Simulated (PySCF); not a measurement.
C₆H₉BO₂Si, SMILES OB(O)c1ccc([SiH3])cc1, GFN2-xTB optimised geometry.

```
19

O     -3.38    -1.07    -0.20
B     -2.60     0.04    -0.01
O     -3.23     1.22     0.18
C     -1.02     0.01     0.00
C     -0.29     1.20     0.00
C      1.09     1.20     0.00
C      1.81     0.00     0.00
Si     3.69     0.02     0.01
C      1.09    -1.19     0.00
C     -0.30    -1.19     0.00
H     -2.92    -1.89    -0.34
H     -4.18     1.16     0.16
H     -0.84     2.13     0.01
H      1.62     2.14     0.00
H      4.17     0.29     1.37
H      4.18     1.06    -0.89
H      4.18    -1.29    -0.43
H      1.62    -2.13     0.00
H     -0.82    -2.14     0.01
```

Density from CAM-B3LYP/def2-SVP (PySCF 2.14.0) at that geometry.

Minimum of the electron density along straight lines between bonded atoms, close to the bond critical point (lines longer than 1.1 times the sum of covalent radii, or with two minima, are not listed):

```tsv
bond	length / Å	ρ at the minimum / e bohr⁻³	∇²ρ there / e bohr⁻⁵	position (fraction from the first atom)
O1–B2	1.363	0.201	1.10	0.67
B2–O3	1.351	0.209	1.14	0.33
B2–C4	1.581	0.183	-0.21	0.33
C4–C5	1.396	0.308	-0.79	0.50
C5–C6	1.380	0.317	-0.83	0.50
C6–C7	1.393	0.309	-0.78	0.50
C7–Si8	1.886	0.114	0.34	0.62
C7–C9	1.392	0.309	-0.78	0.50
C4–C10	1.396	0.308	-0.78	0.49
C9–C10	1.382	0.316	-0.83	0.50
O1–H11	0.955	0.358	-2.46	0.82
O3–H12	0.958	0.355	-2.43	0.82
C5–H13	1.080	0.286	-1.12	0.64
C6–H14	1.082	0.284	-1.09	0.63
Si8–H15	1.466	0.117	0.33	0.49
Si8–H16	1.465	0.117	0.34	0.49
Si8–H17	1.465	0.117	0.34	0.49
C9–H18	1.082	0.284	-1.08	0.63
C10–H19	1.084	0.280	-1.05	0.62
```
